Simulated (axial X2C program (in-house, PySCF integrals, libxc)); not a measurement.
**Spin–orbit effects down a group: molecules with Mg (ions), PBE0**

All values come from calculations with an in-house relativistic program for diatomic molecules, spin-free (one-electron X2C) or two-component (2c: spin–orbit coupling with atomic mean-field Coulomb and Gaunt terms, which also bring small scalar terms), in Dyall basis sets with cores contracted in-house; open shells are unrestricted.

Basis sets: Br dyall-acv3z, Cl dyall-av3z, F dyall-av3z, I dyall-acv3z, Mg dyall-av3z.

| molecule | spin-free state | Re (Å) | ωe (cm⁻¹) | De (eV) | 2c state | Re 2c (Å) | ωe 2c (cm⁻¹) | De 2c (eV) |
| --- | --- | --- | --- | --- | --- | --- | --- | --- |
| MgF⁻ | M_S = 0, Λ = 0 | 1.822 | 578.0 | 2.58 | Ω = 0 | 1.822 | 577.9 | 2.58 |
| MgCl⁻ | M_S = 0, Λ = 0 | 2.378 | 300.6 | 1.29 | Ω = 0 | 2.378 | 300.5 | 1.29 |
| MgBr⁻ | M_S = 0, Λ = 0 | 2.581 | 222.7 | 1.04 | Ω = 0 | 2.582 | 222.4 | 1.04 |
| MgI⁻ | M_S = 0, Λ = 0 | 2.907 | 166.4 | 0.75 | Ω = 0 | 2.911 | 165.5 | 0.75 |

Task: Work out the shifts from the spin-free to the two-component result.

Result: 

```tsv
molecule	2c state	ΔRe (Å)	Δωe (cm⁻¹)	ΔDe (eV)
MgF⁻	Ω = 0	0.000	-0.1	0.00
MgCl⁻	Ω = 0	0.000	-0.1	0.00
MgBr⁻	Ω = 0	0.001	-0.3	0.00
MgI⁻	Ω = 0	0.004	-0.9	0.00
```

Shifts of one unit in the last digit are rounding.

Fragments in 2c: Mg + F-, Cl- + Mg, Br- + Mg, I- + Mg. Each entry is the lowest single determinant of a limited PBE0 search at one distance. De goes to single-determinant-based atoms at the same level (for ions the charge split of lowest energy) and is withheld (n/a) where an atom does not fit its ground term or J level. Main or longest-lived isotopes.
